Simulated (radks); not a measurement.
Values are calculated unless marked as measured or tabulated.
Task: Spherical jellium clusters: N electrons in a uniform positive sphere of charge N and radius rs N^(1/3), rs = 4.25 bohr. Level of theory: non-relativistic Kohn-Sham, PBEsol, spin-polarised, spherical densities (a radial shooting solver with Libxc functionals). Levels are named by radial order and angular momentum (1s, 1p, 1d, 2s, ...), and open shells are averaged over m. Each electron was tried in the lowest free levels, single moves between levels near the top were tried too, and the lowest total energy was kept; such a search can miss a lower state. The series stops at N = 18: beyond it a trial failed or the search could not be trusted, so later rows were left out. Give the order in which the levels fill up to N = 18, the shell closures and the spin along the way.

Result: Shells are first occupied in the order 1s, 1p, 1d. Open shells at each N (closed shells left out): 1: 1s(up 1, down 0); 2: none; 3: 1p(up 1, down 0); 4: 1p(up 2, down 0); 5: 1p(up 3, down 0); 6: 1p(up 3, down 1); 7: 1p(up 3, down 2); 8: none; 9: 1d(up 1, down 0); 10: 1d(up 2, down 0); 11: 1d(up 3, down 0); 12: 1d(up 4, down 0); 13: 1d(up 5, down 0); 14: 1d(up 5, down 1); 15: 1d(up 5, down 2); 16: 1d(up 5, down 3); 17: 1d(up 5, down 4); 18: none. All shells are closed at N = 2, 8, 18 (there: 1s2 1p6 1d10). Largest 2S: 5, at N = 13.
